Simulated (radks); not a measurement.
Species: Ir2+. Configuration: [Xe] 4f14 5d7. All-electron calculation, non-relativistic Kohn-Sham, LDA (Slater exchange, Perdew-Wang correlation), spin-unpolarised, spherical densities, point nucleus; relativity is left out, which matters for an element this heavy. Program: a radial shooting solver on a logarithmic mesh with Libxc functionals.

Normalised radial functions P(r) = r R(r), r in bohr:

```
   r/bohr * 5d (the largest magnitude, 0.868, reaches the edge; | marks zero)
 0.000757                             *
 0.001204                             *
 0.001915                             *
 0.003021                             *
 0.004805                             *
 0.007642                             *
  0.01215                             *
  0.01918                             *
   0.0305                             |*
  0.04851                             |   *
  0.07653                             |      *
   0.1217                             |       *
   0.1936                             |*
   0.3079                  *          |
   0.4857                     *       |
   0.7725                             |             *
    1.229                             |                          *
    1.939                             |                   *
    3.083                             |       *
    4.903                             |*
    7.798                             *
```

5d: eigenvalue -25.409 eV, 2 radial nodes at r = 0.202, 0.589 bohr, <r> = 1.60 bohr, 90 % of the charge inside 2.45 bohr.
